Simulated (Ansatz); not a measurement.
Species: C3H4Si, SMILES `C=[si]1cc1` (charge 0, multiplicity 1).

Question: Give a relaxed geometry from B3LYP-D3(BJ)/def2-TZVP (Ansatz, an electronic-structure program).

Answer: the end point of this relaxation (outside a Z-matrix the atoms follow the SMILES, hydrogens last).
Z-matrix (Å, degrees):
```
Si
C 1 1.6901
H 2 1.0800 1 121.05
H 2 1.0800 3 117.92 1 179.94
C 1 1.7797 2 157.63 3 179.98
C 5 1.3552 1 67.62 2 179.93
H 5 1.0823 6 133.18 1 180.00
H 6 1.0823 5 133.19 7 0.01
```
